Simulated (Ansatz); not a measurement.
A nudged elastic band was laid between two geometries of CH$_{7}$ClO$_{2}$Si$_{2}$ (13 atoms, charge 0, multiplicity 1).

These are results of RKS B3LYP/STO-3G (Ansatz), not measurements.

```json
{
  "movable images": "7",
  "climbing image": "yes",
  "spring": "5.0 eV/Å²",
  "optimiser": "quadratic models (default)",
  "start path": "through a guess of the saddle point",
  "force threshold": "0.05 eV/Å",
  "iteration limit": "60",
  "end points": "relaxed"
}
```

Initial state:

```xyz
13
Properties=species:S:1:pos:R:3
O -1.618 -2.386 0.574
C -0.741 -1.561 -0.275
Si 0.286 -0.274 0.700
Cl -1.186 0.600 1.978
Si 1.321 1.380 -0.505
O 0.262 2.335 -1.468
H -2.152 -1.663 1.078
H -1.318 -1.046 -1.077
H -0.056 -2.268 -0.783
H 1.196 -0.958 1.602
H 2.094 2.189 0.422
H 2.229 0.759 -1.445
H -0.296 2.857 -0.787
```

Final state:

```xyz
13
Properties=species:S:1:pos:R:3
O -1.690 -2.237 0.684
C -0.641 -1.783 -0.249
Si 0.484 -0.378 0.418
Cl -1.050 1.091 1.071
Si 1.908 0.977 -0.917
O 0.927 2.535 -0.362
H -2.206 -1.362 0.851
H -1.077 -1.486 -1.230
H -0.013 -2.675 -0.446
H 0.922 -0.843 1.727
H 1.462 3.037 0.339
H 0.938 0.835 -2.034
H 0.056 2.253 0.163
```

Task: Which bonds break or form, and what moves?

Result: Bonds broken: Si5–H11. Bonds formed: O6–H11.

Task: What energy profile does the band end with?

Result: The run converged. The highest image is number 5 of 0 to 8, 3.16 eV above the first end and 1.52 eV above the last; the last end lies 1.64 eV above the first. Neighbouring images differ by up to 1.8 eV, so the band resolves the path poorly. A vibrational analysis at the climbing image gives one clearly imaginary mode, 1333i cm⁻¹: a first-order saddle point. The orbitals stay closed-shell, which can raise the energy where a bond breaks towards radicals; this wasn't checked here. Limits of this set-up: minimal basis.

| image | path coordinate (Å) | energy (eV) | Si5–H11 (Å) | O6–H11 (Å) |
| --- | --- | --- | --- | --- |
| 0 | 0.00 | 0.00 | 1.45 | 2.64 |
| 1 | 0.59 | 0.00 | 1.45 | 2.64 |
| 2 | 1.17 | 0.01 | 1.45 | 2.64 |
| 3 | 1.76 | 0.13 | 1.45 | 2.52 |
| 4 | 2.34 | 1.40 | 1.45 | 2.03 |
| 5 | 2.93 | 3.16 | 1.56 | 1.39 |
| 6 | 3.53 | 2.13 | 2.05 | 1.03 |
| 7 | 4.14 | 1.65 | 2.44 | 1.01 |
| 8 | 4.74 | 1.64 | 2.45 | 1.01 |

Task: What is the geometry of the highest image?

Result: 
```xyz
13
Properties=species:S:1:pos:R:3:forces:R:3
O -1.722 -2.249 0.601 0.00 0.00 0.00
C -0.637 -1.708 -0.236 0.01 0.01 0.00
Si 0.395 -0.340 0.626 -0.02 0.01 0.01
Cl -1.149 0.946 1.413 0.02 -0.01 -0.01
Si 1.680 1.164 -0.552 0.00 -0.02 0.02
O 0.448 2.570 -0.770 -0.04 0.00 -0.01
H -2.251 -1.395 0.829 0.00 0.00 0.00
H -1.023 -1.332 -1.210 0.00 0.00 0.00
H 0.023 -2.568 -0.468 0.00 0.00 0.00
H 1.003 -0.906 1.817 0.00 0.00 0.00
H 1.694 2.672 -0.172 0.03 0.00 0.00
H 1.732 0.645 -1.920 0.00 0.01 0.00
H -0.172 2.466 0.055 0.00 0.00 -0.01
```

The band took 18 iterations and of the order of 8 core-minutes.

The run took 7.9 min on 1 thread of Arm Neoverse V1, on a shared host, peak memory 0.14 GiB.
